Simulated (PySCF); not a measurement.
Vertical excitations of a molecule C3H10OSi from TDA-B3LYP/def2-SVPD in PySCF, as energy in eV (oscillator strength): 6.45 (0.004), 7.14 (0.006), 7.45 (0.002), 7.97 (0.051), 8.02 (0.060), 8.11 (0.001), 8.27 (0.006), 8.30 (0.066), 8.33 (0.037), 8.52 (0.004). Lowest triplet (TDA): 6.24 eV. Coordinates come from a B3LYP-D3(BJ)/def2-SVP optimisation. Other conformers were not sampled.

Problem. Which structure fits?
(A) CCCO[SiH3]
(B) CC(C)[SiH2]O
(C) CCO[SiH2]C
(D) CC[Si@H](C)O

Solution. B, CC(C)[SiH2]O
